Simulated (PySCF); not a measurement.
Ga₂O, singlet: molecular constants

All numbers come from PySCF, PBE0, basis O def2-TZVP, Ga def2-TZVP (no relativity, density fitting).

The structure is a minimum.

Z-matrix (Å, degrees; charge 0 multiplicity 1):
```
O
Ga 1 1.8010
Ga 1 1.8010 2 180.00
```

```
Point group                                                                   : D∞h
Bond lengths                                                                  : O–Ga 1.801 Å (×2)
Bond angles                                                                   : Ga–O–Ga 180.0°
Zero-point energy                                                             : 7.6 kJ/mol
Entropy at 298.15 K and 1 bar                                                 : 288.2 J/(mol K)
Lowest empty level                                                            : -1.05 eV
Heat capacity Cp at 298.15 K                                                  : 55.0 J/(mol K)
Rotational constants                                                          : 0.0377 cm⁻¹
Principal quadrupole moments (Buckingham, traceless) about the centre of mass : -5.90, 2.95, 2.95 D Å
Rotational symmetry number                                                    : 2
Highest occupied level                                                        : -6.31 eV
Dipole moment                                                                 : 0.00 D
Enthalpy at 298.15 K above 0 K                                                : 14.17 kJ/mol
Principal polarisabilities                                                    : 62.6, 62.6, 100.0 bohr³
Atomisation energy without zero-point energy                                  : 875 kJ/mol
```

Harmonic modes (masses in u: O 15.995, Ga 68.926):
```tsv
symmetry	ω (cm⁻¹)	IR (km/mol, summed over degenerate members)
πu	66	5.5
σg+	297	0.0
σu+	848	746
```

In D∞h the vibrations span πu + σg+ + σu+. The σg+ mode carries no infrared intensity, as symmetry demands. With a centre of inversion only u modes can be infrared active and only g modes Raman active.

Charges (e):
```csv
atom,Mulliken,Löwdin,polar tensor,Mayer order to O1
O1,-0.42,-0.22,-1.24,–
"Ga2,3",0.21,0.11,0.62,1.03
```

Mulliken populations on O1: s 3.76, p 4.65, d 0.00, f 0.00.

Outer orbital energies (eV). occupied: -22.44, -22.44, -21.73, -12.43, -8.61, -8.61, -7.94, -6.31; empty: -1.05, -1.05, -0.57, -0.57.

This need not be the most stable arrangement of these atoms.

The final relaxation and frequency run took about 50 core-seconds on a shared host.
